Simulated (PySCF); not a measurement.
An unknown is described by computed data only.

Formula: C4H5F3O2.

* Dipole: 3.23 D [B97-2/pcSseg-2]
* Rotational structure: rotational constants A, B, C: 3.180, 1.001, 0.942 GHz [PBE0-D3(BJ)/def2-TZVP]
* XPS: C1s 291.3, C1s 293.0, C1s 295.4, C1s 298.6, O1s 538.6, O1s 540.2, F1s 694.3 (×3) eV [ΔSCF SCAN, pcX-3 on the ionised atom, pcseg-2 elsewhere, spin-free X2C]
* NMR, other nuclei: isotropic shieldings of nuclei other than C and H, by class: -79 (1 O), 121 (1 O), 263 (3 F) ppm [GIAO B97-2/pcSseg-2]
* 13C NMR: chemical shifts (computed TMS as zero) by class: 166.6 (1 C), 125.5 (1 C), 67.1 (1 C), 16.0 (1 C) ppm [GIAO B97-2/pcSseg-2]
* 1H NMR: chemical shifts (computed TMS as zero) by class: 4.40 (2 H), 1.30 (3 H) ppm [GIAO B97-2/pcSseg-2]

Gas-phase values; electronic properties from PySCF, density fitting. Levels stand in brackets. The structure is a single PBE0-D3(BJ)/def2-TZVP conformer in the gas phase; no vibrational or solvent corrections. NMR values are class means; diastereotopic atoms form classes of their own.

Problem. Propose a structure and show how it fits.

Solution. Numbering: `[CH3:1][CH2:2][O:3][C:4](=[O:5])[C:6]([F:7])([F:8])[F:9]`. Its formula, C4H5F3O2, gives 1 degree of unsaturation: 0 rings and 1 π bond in the structure found. 4 carbons fall into 4 classes; from least to most shielded: ester carbonyl carbon [C4] (166.6 ppm), CF3 carbon [C6] (125.5 ppm), sp3 carbon bound to oxygen [C2] (67.1 ppm), methyl carbon [C1] (16.0 ppm). Hydrogen classes from least to most shielded: 2 H on an sp3 carbon bound to oxygen, C2 (4.40 ppm, a mean of values up to 1.0 ppm apart in this geometry), 3 H on a methyl carbon, C1 (1.30 ppm, a mean of values up to 0.6 ppm apart in this geometry). The other shieldings belong to: -79 ppm, ester carbonyl oxygen [O5]; 121 ppm, ester single-bonded oxygen [O3]; 263 ppm, fluorine of a CF3 group [F7/F8/F9]. The core levels belong to: C1s 291.3 eV, methyl carbon [C1]; C1s 293.0 eV, sp3 carbon bound to oxygen [C2]; C1s 295.4 eV, ester carbonyl carbon [C4]; C1s 298.6 eV, CF3 carbon [C6]; O1s 538.6 eV, ester carbonyl oxygen [O5]; O1s 540.2 eV, ester single-bonded oxygen [O3]; F1s 694.3 eV, fluorine of a CF3 group [F7/F8/F9]. One atom of each topological class was ionised and stands for its class. The optimised geometry has point group C1 and is an asymmetric top. Structure: `CCOC(=O)C(F)(F)F`. The assignments are read from this structure; whether some other isomer fits the data as well wasn't checked.

Conformer computed: `[CH3:1][CH2:2][O:3][C:4](=[O:5])[C:6]([F:7])([F:8])[F:9]`: C1–C2–O3–C4 85°, C2–O3–C4–O5 0°, O3–C4–C6–F7 169°.
